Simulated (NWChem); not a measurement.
System: CH$_{2}$BFO$_{2}$; SMILES O=CB(O)F

NWChem input:

```
start job
memory heap 200 mb stack 900 mb global 1100 mb
geometry units angstroms
  O      1.916575    -0.101397    -0.742342
  C      1.152312    -0.107385     0.187179
  B     -0.455681    -0.022820     0.140632
  O     -1.202034    -1.052950    -0.206685
  F     -1.039520     1.111867     0.545578
  H      1.564105    -0.167646     1.223352
  H     -2.156110    -0.941904    -0.181393
end
basis spherical
  * library def2-svp
end
dft
  xc xpbe96 cpbe96
  disp vdw 4
  iterations 150
end
driver
  maxiter 120
end
task dft optimize
task dft freq
```

Excerpt of the output:

```
             Northwest Computational Chemistry Package (NWChem) 7.3.0
             --------------------------------------------------------

 C1  symmetry detected

                             Geometry "geometry" -> ""
                             -------------------------

 Output coordinates in angstroms (scale by  1.889725989 to convert to a.u.)

  No.       Tag          Charge          X              Y              Z
 ---- ---------------- ---------- -------------- -------------- --------------
    1 O                    8.0000    -0.02023993    -2.02354434    -0.31796569
    2 C                    6.0000     0.17520422    -1.07482178     0.39608623
    3 B                    5.0000    -0.02230498     0.48359690     0.03932201
    4 O                    8.0000    -1.21485467     1.04296338    -0.02211159
    5 F                    9.0000     1.07233586     1.23778401    -0.11982277
    6 H                    1.0000     0.54742465    -1.24907689     1.43432824
    7 H                    1.0000    -1.25739110     1.98461463    -0.20843251

 Effective nuclear repulsion energy (a.u.)     151.0103104920

                                Z-matrix (autoz)
                                --------

 Units are Angstrom for bonds and degrees for angles

[...]

      ----------------------
      Optimization converged
      ----------------------

  Step       Energy      Delta E   Gmax     Grms     Xrms     Xmax
  ---- ---------------- -------- -------- -------- -------- --------
@   31    -313.96922165 -6.6D-08  0.00003  0.00001  0.00016  0.00034
                                     ok       ok       ok       ok

                                Z-matrix (autoz)
                                --------

 Units are Angstrom for bonds and degrees for angles

[...]

 Rotational Constants
 --------------------
 A=   0.321256 cm-1  (  0.462205 K)
 B=   0.124978 cm-1  (  0.179811 K)
 C=   0.089975 cm-1  (  0.129451 K)

 Temperature                      =   298.15K
 frequency scaling parameter      =   1.0000

 Zero-Point correction to Energy  =   24.509 kcal/mol  (  0.039058 au)
 Thermal correction to Energy     =   27.874 kcal/mol  (  0.044420 au)
 Thermal correction to Enthalpy   =   28.466 kcal/mol  (  0.045364 au)

 Total Entropy                    =   74.428 cal/mol-K
   - Translational                =   38.883 cal/mol-K (mol. weight =  76.0132)
   - Rotational                   =   25.593 cal/mol-K (symmetry #  =        1)
   - Vibrational                  =    9.951 cal/mol-K

 Cv (constant volume heat capacity) =   16.829 cal/mol-K
   - Translational                  =    2.979 cal/mol-K
   - Rotational                     =    2.979 cal/mol-K
   - Vibrational                    =   10.870 cal/mol-K

[normal modes left out]

 ----------------------------------------------------------------------------
 Normal Eigenvalue ||           Projected Infra Red Intensities
  Mode   [cm**-1]  || [atomic units] [(debye/angs)**2] [(KM/mol)] [arbitrary]
 ------ ---------- || -------------- ----------------- ---------- -----------
    1       -0.000 ||    0.001229           0.028         1.198       0.240
    2        0.000 ||    0.000182           0.004         0.177       0.036
    3        0.000 ||    0.001058           0.024         1.031       0.207
    4        0.000 ||    0.000821           0.019         0.801       0.161
    5        0.000 ||    0.000555           0.013         0.541       0.109
    6        0.000 ||    0.000177           0.004         0.172       0.035
    7       61.430 ||    0.004611           0.106         4.495       0.902
    8      196.389 ||    0.004136           0.095         4.032       0.809
    9      390.904 ||    0.015264           0.352        14.880       2.986
   10      439.287 ||    0.002466           0.057         2.404       0.482
   11      527.773 ||    0.056130           1.295        54.718      10.980
   12      620.028 ||    0.152629           3.521       148.790      29.858
   13      767.749 ||    0.005717           0.132         5.573       1.118
   14      923.259 ||    0.005052           0.117         4.925       0.988
   15      959.251 ||    0.074824           1.726        72.942      14.637
   16     1260.988 ||    0.168026           3.877       163.800      32.870
   17     1370.963 ||    0.025152           0.580        24.520       4.920
   18     1445.132 ||    0.245936           5.674       239.750      48.111
   19     1754.191 ||    0.057513           1.327        56.066      11.251
   20     2721.793 ||    0.176204           4.065       171.772      34.470
   21     3713.350 ||    0.075809           1.749        73.903      14.830
 ----------------------------------------------------------------------------
```

Level: PBE-D3(BJ)/def2-SVP.
